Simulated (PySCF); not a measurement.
A structure optimised at PBE-D3(BJ)/def2-SVP, used in a PySCF frequency run:

```xyz
10

Si     0.6305    -0.5426     0.0000
C     -0.7116    -1.8759     0.0000
P     -0.1580     1.6011     0.0000
H      1.5064    -0.6800    -1.2182
H      1.5064    -0.6800     1.2182
H     -1.3552    -1.7838    -0.8979
H     -0.2581    -2.8884     0.0000
H     -1.3552    -1.7838     0.8979
H     -1.1161     1.3253     1.0431
H     -1.1161     1.3253    -1.0431
```
Charge 0, spin multiplicity 1.

Q: Write its SMILES, formula and point group.

A: C[SiH2]P, CH7PSi, Cs

Q: What are its rotational constants (standard atomic weights)?

A: 14.186, 3.2501, 2.8472 GHz
